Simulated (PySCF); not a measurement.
F5Te, SMILES F[Te](F)(F)(F)F, multiplicity 2.

The structure is a stationary point at B3LYP-D3(BJ)/def2-SVP. The isomer is the one that the SMILES or the coordinates give; other isomers of the formula were not compared. The def2 effective core potentials stand for the cores of Te; spin–orbit coupling is left out.

Two levels are set side by side: PBE/def2-TZVP (PySCF) and B3LYP/def2-TZVP (PySCF). Same geometry, gas phase. Differences are taken from unrounded values.

```tsv
quantity	B3LYP
α-spin orbital gap (eV)	6.87
β-spin orbital gap (eV)	4.67
dipole moment (D)	1.79
mean polarisability (bohr³)	41.4
```

Problem. What does PBE give, and how far is it from B3LYP? (Estimate from the structure and the level; the computed values follow.)

Solution. 
```
quantity                      PBE  PBE minus B3LYP
---------------------------  ----  ---------------
α-spin orbital gap (eV)      4.94            -1.92
β-spin orbital gap (eV)      2.41            -2.25
dipole moment (D)            1.63            -0.16
mean polarisability (bohr³)  42.7              1.4
```

PBE's more diffuse valence density responds more strongly to a field. Differences between two approximate levels are no errors against the true value.

Rough cost on one machine, each run with all the roots and properties that it gave: B3LYP against PBE within a factor of 2.
